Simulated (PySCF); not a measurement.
Relaxation of singlet PtSI2

Level of theory: PBE0 in PySCF with Pt def2-SVP with ECP60, S def2-SVP, I def2-SVP with ECP28; scalar-relativistic core potentials, no spin–orbit coupling; density-fitted integrals. A (50,194) grid was used.

A hand-made T-shaped (ligand arrangement 2) start, of C2v symmetry, held to at least that symmetry:

```xyz
4
charge 0 multiplicity 1, angstrom
Pt    0.0000    0.0000   -0.1841
S     0.0000    0.0000    1.8759
I     2.5584    0.0000   -0.0948
I    -2.5584    0.0000   -0.0948
```

What does it relax to?

It ends at C2v with Pt–I 2.604 Å (×2), Pt–S 2.224 Å, S–I 2.717 Å (×2); I–Pt–I 136.0°, I–Pt–S 68.0° (×2), I–S–I 125.3°, I–S–Pt 62.7° (×2), Pt–I–S 49.4° (×2) (after a last refinement on a finer grid). A frequency run shows 1 imaginary mode, down to 45i cm⁻¹, so it is a saddle point. Other isomers or separated fragments may lie lower.

How much energy is released, and in how many steps?

83.8 kJ/mol in 10 steps.

Stability towards spin polarisation was not tested. At this level a triplet minimum of C2v symmetry lies 38 kJ/mol below this structure. Spin–orbit coupling, left out here, can matter for elements this heavy.
